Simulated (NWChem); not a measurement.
H₂BO₃ anion

```xyz
6

O      0.0057    -1.4881     0.0000
B      0.0008    -0.2076     0.0000
O     -1.2148     0.6019    -0.0003
O      1.2101     0.6112     0.0003
H     -1.0478     1.5482     0.0179
H      1.0360     1.5562    -0.0180
```
Atoms are numbered in this order, from 1.

All runs: NWChem. Pople sets run with spherical d functions. Sets without diffuse functions describe the anion's extra electron poorly. Coordinates come from a B3LYP/def2-SVPD optimisation. Vzz is the largest principal value of the second derivative of the potential at the nucleus (NWChem prints the opposite sign); η is the asymmetry. Non-relativistic.

Predict the results for CAM-B3LYP/6-31G*. Quantities: Vzz O1 (a.u.); η O1; Vzz B2 (a.u.); η B2; Vzz O4 (a.u.); η O4.


```json
{
  "Vzz O1 (a.u.)": "-0.695",
  "η O1": "0.14",
  "Vzz B2 (a.u.)": "-0.227",
  "η B2": "0.85",
  "Vzz O4 (a.u.)": "1.614",
  "η O4": "0.46"
}
```
